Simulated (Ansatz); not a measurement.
```yaml
crystal:
  periodic: [false, false, false]
  atoms:
    - {symbol: O, position_ang: [-1.377466, -0.355559, -0.756099]}
    - {symbol: Ge, position_ang: [-0.164532, 0.561308, 0.163307]}
    - {symbol: Se, position_ang: [1.633956, -0.818875, 0.790591]}
    - {symbol: H, position_ang: [-1.597182, -1.189943, -0.334045]}
    - {symbol: H, position_ang: [0.260471, 1.674754, -0.796605]}
    - {symbol: H, position_ang: [-0.745516, 1.077811, 1.490541]}
    - {symbol: H, position_ang: [2.051568, -1.017497, -0.603389]}
basis:
  gaussian: {orbitals: 6-31G}
hamiltonian: {xc: {name: HF}}
correlation: {method: mp2, frozen_orbitals: {O: 9}}
output: {forces: true}
```

```sh
$ ansatz run in.yaml --threads 2 --pin off --events-out ev --progress --plain --max-ram 4352MiB
```

It prints (some lines left out):

```
Functional definition: HF
Error: "frozen_orbitals" has no count for Ge
```

Something in this input is off. What?

Frozen orbitals are typed for one element alone, and the program wants a count for each. The program refused the input.
